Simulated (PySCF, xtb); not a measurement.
In(OMe)(SH)2 (CH5InOS2), SMILES C[O][In]([SH])[SH].

GFN2-xTB (xtb) at its own geometry gives an orbital gap of 2.22 eV and a dipole moment of 2.12 D.

The structure is a stationary point at B3LYP-D3(BJ)/def2-SVP. The structure was generated by enumeration; whether it is a known compound was not checked. The def2 effective core potentials stand for the cores of In; spin–orbit coupling is left out. One conformer was computed; it need not be the lowest.

**Question.** What does PySCF with PBE0/def2-TZVP give? (An estimate is asked for; the answer gives what the named calculation found.)

**Answer.** gap 5.58 eV (levels -7.62 and -2.03 eV), dipole 1.31 D.
